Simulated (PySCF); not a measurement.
## Electric field gradients and quadrupole coupling constants

Compound: C₃H₈O₂Si₂.
Structure used (GFN2-xTB), in Å, numbered top down from 1:
```
atom  x, y, z in Å
C1     2.932    1.025    0.402
C2     2.179   -0.063    0.489
C3     0.741   -0.032    0.145
O4     0.167    0.963   -0.243
O5     0.144   -1.190    0.304
Si6   -1.493   -1.460   -0.011
Si7   -2.402    0.535   -0.724
H8     2.499    1.956    0.074
H9     3.979    1.022    0.650
H10    2.559   -1.020    0.813
H11   -1.878   -2.016    1.289
H12   -1.359   -2.583   -0.944
H13   -1.854    1.016   -1.991
H14   -2.385    1.585    0.292
H15   -3.833    0.271   -0.990
```

Field gradients from the PBE0/pcSseg-1 density (PySCF, non-relativistic), principal values in atomic units, ordered |Vxx| ≤ |Vyy| ≤ |Vzz|:

| atom | Vxx | Vyy | Vzz |
| --- | --- | --- | --- |
| O4 | 0.6769 | 0.7242 | -1.4011 |
| O5 | -0.5819 | -0.7800 | 1.3618 |

Q: Find the asymmetry η = (Vxx − Vyy)/Vzz and the couplings χ = eQV/h (234.96 MHz × Q in barn × V in au), with Q(17O) = −0.0256 b.

A: 
| atom | environment | nucleus | η | χzz (MHz) | χxx (MHz) | χyy (MHz) |
| --- | --- | --- | --- | --- | --- | --- |
| O4 | carbonyl oxygen | 17O | 0.03 | 8.43 | -4.07 | -4.36 |
| O5 | oxygen singly bound to a carbonyl carbon | 17O | 0.15 | -8.19 | 3.50 | 4.69 |

The gradient is axial or nearly so (η below 0.05) at O4. 

Q: What is Vzz at O5 in SI units (1 au = 9.71736 × 10²¹ V/m²)?

A: 1.3618 au = 13.233 × 10²¹ V/m².

Q: And the gradient at the other heavy atoms, for which no coupling is worked out here?

A: 
| atom | environment | Vzz (au) | η |
| --- | --- | --- | --- |
| C1 | terminal =CH2 carbon | 0.458 | 0.20 |
| C2 | alkene CH carbon | 0.269 | 0.84 |
| C3 | carbonyl carbon | 0.416 | 0.87 |
| Si6 | oxygen-bound silicon | 0.874 | 0.24 |
| Si7 | SiH3 silicon | -0.184 | 0.84 |

Were the hydrogens deuterons (Q(2H) = 0.00286 b), χzz would run from 102 kHz (H15) to 225 kHz (H9).

One conformer (not necessarily the lowest) at the GFN2-xTB geometry, without solvent, vibrations or thermal averaging. GFN2-xTB bond lengths can be off by several hundredths of an ångström, more for odd bonds, and the gradients follow them. With so small a basis the couplings can be 20 % off.
